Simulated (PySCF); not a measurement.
Delta-SCF ions had no search for a lower state. Excitations are Tamm–Dancoff values on a coarser integration grid. The basis has no diffuse functions, so Rydberg states are missing or too high.

Z-matrix (Å, degrees):
```
O
C 1 1.4185
H 2 1.0977 1 106.64
H 2 1.1020 3 109.19 1 -118.60
H 2 1.1020 3 110.79 4 -121.07
C 1 1.4186 2 116.87 3 -170.56
H 6 1.0977 1 106.64 2 170.58
H 6 1.1020 7 109.19 1 118.60
H 6 1.1020 7 110.78 8 121.07
In 1 2.2237 2 121.50 3 5.94
F 10 1.9498 1 105.35 2 91.82
F 10 1.9570 11 116.24 1 -99.64
F 10 1.9570 11 116.24 12 -160.64
```
Charge 0, spin multiplicity 1.

### Question
What is the computed dipole moment, vertical ionisation energy (Delta-SCF), charge on the central atom (Mulliken), total energy, S1–T1 gap (TDA), HOMO–LUMO gap, LUMO and T1 excitation (TDA) (PBE0-D4/def2-TZVP // PBE0-D4/def2-SVP (PySCF))?

### Answer

| Property | Result |
|---|---|
| dipole moment | 5.31 D |
| vertical ionisation energy (Delta-SCF) | 11.60 eV |
| charge on the central atom (Mulliken) | 1.30 e |
| total energy | -644.5409 Ha |
| S1–T1 gap (TDA) | 0.30 eV |
| HOMO–LUMO gap | 7.39 eV |
| LUMO | -2.08 eV |
| T1 excitation (TDA) | 5.90 eV |
